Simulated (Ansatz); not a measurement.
Input (CCSDT(Q)/cc-pV(D+d)Z; Ansatz, a program for electronic structure): A basis named .json is the Basis Set Exchange file of that set.

Ansatz 0.2 input:
```yaml
crystal:
  periodic: [false, false, false]
  atoms:
    - {symbol: Si, position_ang: [-1.11042029, -0.08949484, 0.26156597]}
    - {symbol: P, position_ang: [1.07640026, 0.11080290, -0.26180823]}
    - {symbol: H, position_ang: [-1.90868884, 0.17960327, -0.96650155]}
    - {symbol: H, position_ang: [-1.44256787, 0.94929489, 1.27566173]}
    - {symbol: H, position_ang: [1.17425847, -1.10142406, -0.99033351]}
    - {symbol: H, position_ang: [1.57687840, -0.43658982, 0.94637320]}
basis:
  gaussian:
    orbitals: cc-pV_D+d_Z.json
magnetization: {spin_polarized: true, initial_magnetization: 1}
correlation: {method: ccsdt_q, electrons: outside_noble_gas}
```

Output:

```
Functional definition: HF
integrals: 0.09 GiB planned
1284 factors; integrals over basis functions are off by at most 1.4e-7 eV
mean field: 0.29 GiB planned
mean field evaluation 1: about -17195.5360 eV, gradient 8.8e0 eV
mean field evaluation 2: about -17195.5611 eV, gradient 8.8e0 eV
mean field evaluation 4: about -17196.6832 eV, gradient 1.0e0 eV
mean field evaluation 8: about -17196.7091 eV, gradient 8.5e-2 eV
mean field evaluation 16: about -17196.6497 eV, gradient 1.0e0 eV
mean field -17196.70950326 eV, -631.9674178965 hartree, gradient 7.5e-6 eV, S^2 0.758490; 0 other end points of the search recorded, 0 dependent functions left out
10 core orbitals not correlated
reference -17196.70950326 eV, -631.9674178965 hartree; 7, 6 occupied and 49, 50 virtual orbitals, 1284 factors
second order -5.76393840 eV of doubles, -0.00000000 eV of singles
coupled cluster: 1.61 GiB planned
cycle   1  -6.63265186 eV  change   -8.7e-1 eV  update   8.4e-2
cycle   2  -7.12555651 eV  change   -4.9e-1 eV  update   3.6e-2
cycle   3  -7.21319965 eV  change   -8.8e-2 eV  update   1.7e-2
cycle   4  -7.21010356 eV  change    3.1e-3 eV  update   7.2e-3
cycle   5  -7.21235818 eV  change   -2.3e-3 eV  update   4.0e-3
cycle   6  -7.21165263 eV  change    7.1e-4 eV  update   1.9e-3
cycle   7  -7.21144341 eV  change    2.1e-4 eV  update   8.8e-4
cycle   8  -7.21226558 eV  change   -8.2e-4 eV  update   4.3e-4
cycle   9  -7.21237832 eV  change   -1.1e-4 eV  update   1.7e-4
cycle  10  -7.21213662 eV  change    2.4e-4 eV  update   8.2e-5
cycle  11  -7.21214780 eV  change   -1.1e-5 eV  update   4.0e-5
cycle  12  -7.21218129 eV  change   -3.3e-5 eV  update   1.8e-5
cycle  13  -7.21221240 eV  change   -3.1e-5 eV  update   8.3e-6
cycle  14  -7.21221822 eV  change   -5.8e-6 eV  update   3.4e-6
cycle  15  -7.21221465 eV  change    3.6e-6 eV  update   1.5e-6
cycle  16  -7.21221313 eV  change    1.5e-6 eV  update   6.6e-7
cycle  17  -7.21221277 eV  change    3.6e-7 eV  update   3.0e-7
perturbative correction -0.01100800 eV, -0.0004045364 hartree
Total energy: -17203.93272403 eV, -632.2328663638 hartree
```
